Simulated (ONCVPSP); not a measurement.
**Ba (Z = 56): one change to an ONCV potential, before and after**

- Element: Ba (Z = 56)
- Generator: ONCVPSP 4.0.1
- Type: optimised norm-conserving Vanderbilt (ONCV)
- Functional: PBE
- Relativity: scalar-relativistic
- Frozen core: [Kr] 4d10
- Valence charge: 10
- Reference configuration: 5s2 5p6 6s2
- Partial waves: 5s+6s: rc 3.10 bohr, ncon 5, nbas 8, qcut 3 1/bohr, 2 projectors; 5p: rc 2.05 bohr, ncon 3, nbas 6, qcut 4.3 1/bohr, 2 projectors, debl 1.3 Ha; d scattering state at 0.24 Ha: rc 3.30 bohr, ncon 4, nbas 9, qcut 2.7 1/bohr, 3 projectors, debl 1.6 Ha
- Local potential: polynomial inside 1.70 bohr (lpopt 3, dvloc0 0 Ha)
- Core correction: none

In the d channel the program set the typed energies aside and used -0.074, 1.526, 3.126 Ha.

Change: core correction Teter function, fcfact 2.25, rcfact 1.2.

Cutoffs: the cutoffs (Ha) at which the residual kinetic energy of the hardest occupied pseudo-wave falls to 1 and 0.1 mHa per electron; they do not see the model core or the augmentation charge, which bear on the density cutoff. Errors are all-electron minus pseudo energies relative to the spin-unpolarised reference configuration.

Q: What does the change do?

A: The potential gets neither clearly harder nor softer (8.6 Ha and 25 Ha → 8.6 Ha and 25 Ha); of the 4 tests that both files solve, the error grows in 2 and shrinks in 0 by more than 15 % and 0.3 meV (median size 1.7 → 2.3 meV); neither file shows a bound ghost. A model core, the more so a compact one, raises the density cutoff, which this test does not measure.

| quantity | base | changed |
| --- | --- | --- |
| cutoff, loose | 8.6 Ha | 8.6 Ha |
| cutoff, tight | 25 Ha | 25 Ha |
| bound ghosts | none | none |
| GHOST(+) flags under 300 eV | s at 44.6 eV, d at 107.8 eV | s at 44.6 eV, d at 107.8 eV |
| error for 5s2 5p6 6s1, meV [ΔE 5.36 eV] | -0.9 | -1.0 |
| error for 5s2 5p6 6s0, meV [ΔE 15.34 eV] | -4.4 | -5.7 |
| error for 5s2 5p6 6s1.5, meV [ΔE 2.14 eV] | -0.3 | -0.3 |
| error for 5s2 5p6 6s0 6p1, meV [ΔE 7.96 eV] | -2.5 | -3.7 |
| s: phases at 3.14 bohr within 0.05 rad from the reference energy up to (Ha; the scan ends near 5) | 1.4 | 1.4 |
| p: phases at 2.08 bohr within 0.05 rad from the reference energy up to (Ha; the scan ends near 5) | 2.7 | 2.7 |
| d: phases at 3.36 bohr within 0.05 rad from the reference energy up to (Ha; the scan ends near 5) | 3.5 | 3.5 |
